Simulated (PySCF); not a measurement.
Stretching As2

Set-up: PySCF, scalar-relativistic core potentials, basis sets As cc-pVTZ-PP with ECP10. Energies in eV from As + As in their ground configurations at the same level. State: ¹Σg⁺ (singlet), closed shell.

All columns are PBE0.

| R (Å) | E (eV) | HOMO (eV) | LUMO (eV) | Mayer bond order | ⟨S²⟩ |
| --- | --- | --- | --- | --- | --- |
| 1.796 | -1.754 | -7.60 | -1.83 | 2.93 | 0.00 |
| 1.879 | -2.815 | -7.70 | -2.06 | 2.94 | 0.00 |
| 1.963 | -3.402 | -7.74 | -2.29 | 2.95 | 0.00 |
| 2.025 | -3.612 | -7.57 | -2.46 | 2.96 | 0.00 |
| 2.088 | -3.672 | -7.42 | -2.62 | 2.96 | 0.00 |
| 2.151 | -3.617 | -7.28 | -2.77 | 2.96 | 0.00 |
| 2.234 | -3.410 | -7.12 | -2.96 | 2.97 | 0.00 |
| 2.339 | -3.004 | -6.93 | -3.19 | 2.97 | 0.00 |
| 2.464 | -2.391 | -6.75 | -3.43 | 2.98 | 0.00 |
| 2.631 | -1.483 | -6.55 | -3.71 | 2.99 | 0.00 |
